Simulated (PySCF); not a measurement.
**Worked example: oscillator strength and radiative lifetime**

GeFCl, SMILES [F][Ge][Cl] (connectivity only; charge and spin as stated), neutral, multiplicity 1.

The structure is a stationary point at r2SCAN-D4/def2-TZVP.

TDA-CAM-B3LYP/def2-SVPD run with PySCF 2.14.0 puts the first singlet state with f over 0.02 at 4.71 eV (vertical), with the transition dipole (0.000, 0.000, 0.720) in atomic units.

Q: Find the oscillator strength, the wavelength and the radiative lifetime that this transition would have in vacuum if emission retraced absorption.

A: 
|μ|² = 0.5184 au, so |μ| = 1.83 D. ΔE = 4.71/27.211 = 0.1731 hartree. f = (2/3) ΔE |μ|² = 0.060 (the program prints 0.060).
λ = 1239.84/4.71 = 263 nm; ν = 37989 cm⁻¹.
Einstein's coefficient A = 0.6670 ν² f s⁻¹ (ν in cm⁻¹) = 5.8e7 s⁻¹, so τ = 1/A = 17 ns. This state is S1. The figure is the radiative limit of this one transition; relaxation, internal conversion, crossing to triplets and a medium change what is measured.
